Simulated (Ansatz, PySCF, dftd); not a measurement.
Species: PO, charge 0, doublet. PO (SMILES O=[P], doublet).
B3LYP-D3(BJ)/def2-TZVP minimum from Ansatz (a program for electronic structure):
```xyz
2

P      0.0000     0.0000    -0.5147
O      0.0000     0.0000     0.9651
```
Charge 0, spin multiplicity 2.

Quantity: enthalpy of formation at 298 K (by atomisation, with ideal-gas terms from PySCF's Hessian at B3LYP-D3(BJ)/def2-TZVP and the atoms' measured values of the G2/97 table; no spin-orbit terms), in kcal/mol. Open shells are spin-unrestricted; no spin-orbit coupling. Cores are frozen in correlated methods. Rows without X2C or -DK are non-relativistic. CBS(X,Y): correlation extrapolated as X^-3, Hartree-Fock from the larger set (Q,5: extrapolated as (X+1)exp(-9√X)). A bracket is a step between two methods taken in the basis named. The functionals are non-relativistic, so their misses hold any scalar relativity. Double hybrids freeze cores in their MP2 part. '+ core + X2C': CCSD(T) terms for core correlation (cc-pwCVTZ, 1s frozen past Ne) and scalar relativity (cc-pVTZ-DK).

```json
[
 {"level": "HF/cc-pV(D+d)Z", "program": "Ansatz", "enthalpy of formation at 298 K (kcal/mol)": "89.9", "difference against the last row": "97.2"},
 {"level": "r2SCAN-D3(BJ)/def2-TZVPD", "program": "Ansatz + dftd3", "enthalpy of formation at 298 K (kcal/mol)": "-6.2", "difference against the last row": "1.1"},
 {"level": "r2SCAN-D4/def2-TZVPD", "program": "Ansatz + dftd4", "enthalpy of formation at 298 K (kcal/mol)": "-6.2", "difference against the last row": "1.1"},
 {"level": "r2SCANh/def2-TZVPD", "program": "Ansatz", "enthalpy of formation at 298 K (kcal/mol)": "-1.4", "difference against the last row": "5.9"},
 {"level": "wB97X-V/def2-TZVPD", "program": "Ansatz", "enthalpy of formation at 298 K (kcal/mol)": "-9.8", "difference against the last row": "-2.5"},
 {"level": "B2PLYP-D3(BJ)/def2-TZVPD", "program": "Ansatz + dftd3", "enthalpy of formation at 298 K (kcal/mol)": "-7.9", "difference against the last row": "-0.6"},
 {"level": "B2GP-PLYP-D3(BJ)/def2-TZVPD", "program": "Ansatz + dftd3", "enthalpy of formation at 298 K (kcal/mol)": "-5.1", "difference against the last row": "2.2"},
 {"level": "CCSD(T)/cc-pV(D+d)Z", "program": "Ansatz", "enthalpy of formation at 298 K (kcal/mol)": "24.5", "difference against the last row": "31.8"},
 {"level": "CCSD(T)/cc-pV(Q+d)Z", "program": "Ansatz", "enthalpy of formation at 298 K (kcal/mol)": "-2.3", "difference against the last row": "5.0"},
 {"level": "CCSD(T)/CBS(cc-pV(T+d)Z,cc-pV(Q+d)Z)", "program": "Ansatz", "enthalpy of formation at 298 K (kcal/mol)": "-5.6", "difference against the last row": "1.7"},
 {"level": "CCSD(T)/CBS(cc-pV(T+d)Z,cc-pV(Q+d)Z) + core + X2C", "program": "Ansatz", "enthalpy of formation at 298 K (kcal/mol)": "-6.0", "difference against the last row": "1.3"},
 {"level": "CCSDT(Q)/cc-pV(Q+d)Z", "program": "Ansatz", "enthalpy of formation at 298 K (kcal/mol)": "-2.8", "difference against the last row": "4.5"},
 {"level": "CCSD(T)/CBS(cc-pV(Q+d)Z,cc-pV(5+d)Z) + [CCSDT(Q) - CCSD(T)]/cc-pV(T+d)Z + [CCSDTQ - CCSDT(Q)]/cc-pV(D+d)Z + core + X2C", "program": "Ansatz", "enthalpy of formation at 298 K (kcal/mol)": "-7.4", "difference against the last row": "-0.1"},
 {"level": "CCSD(T)/CBS(cc-pV(Q+d)Z,cc-pV(5+d)Z) + [CCSDT(Q) - CCSD(T)]/cc-pV(Q+d)Z + [CCSDTQ - CCSDT(Q)]/cc-pV(D+d)Z + core + X2C", "program": "Ansatz", "enthalpy of formation at 298 K (kcal/mol)": "-7.3", "difference against the last row": "0.0"}
]
```
